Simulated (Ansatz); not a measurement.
Energy landscape of H6SeSi2, singlet: bend at the central Se, local threefold symmetry of each SiH3 group. Scanned: Si-Se-Si angle. Other coordinates (Se-Si length, H-Si-Se angle, Si-H length) were minimised at PBE0/def2-TZVP.

Method: CCSD(T) on RHF/aug-cc-pVTZ, cores with 3d frozen run with Ansatz (a program for electronic structure).

Scanned values (°): 180, 170.25, 162.75, 155.25, 147.75, 140.25, 132.75, 125.25, 117.75, 110.25, 102.75, 95.25, 90.

**Question.** At which scan points does the profile have its minima and maxima, and how high do they lie?

**Answer.** Lower than their neighbours: 95.25° (0.000 eV). Higher than their neighbours: 180° (1.393 eV, end of the scan), 90° (0.003 eV, end of the scan). The whole profile spans 1.393 eV.
